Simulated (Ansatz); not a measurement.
Species: SiH2SeF, charge 0, doublet. SiH2SeF (SMILES F[Se][SiH2], doublet).
B3LYP-D3(BJ)/def2-TZVP minimum from Ansatz (a program for electronic structure):
```
Si
H 1 1.4878
H 1 1.4891 2 111.06
Se 1 2.2741 2 100.80 3 119.64
F 4 1.7872 1 97.07 2 175.56
```
Charge 0, spin multiplicity 2.

Total energies in def2-SVP, 19 correlated electrons, 20 frozen orbitals. UHF or UKS for unpaired electrons; spin-orbit terms are left out. Cores are frozen in correlated methods (noble-gas shells, and filled d and f shells in the p block). No relativity.

| method | program | energy (Eh) | minus CCSDT(Q) (mEh) |
|---|---|---|---|
| HF | Ansatz | -2788.85145 | 429.93 |
| MP2 | Ansatz | -2789.23453 | 46.84 |
| CCSD | Ansatz | -2789.26841 | 12.97 |
| CCSD(T) | Ansatz | -2789.27897 | 2.41 |
| CCSDT(Q) | Ansatz | -2789.28138 | 0.00 |

Rough core times of Ansatz's runs on a shared machine: CCSD(T) 30 s, CCSDT(Q) 20 min.
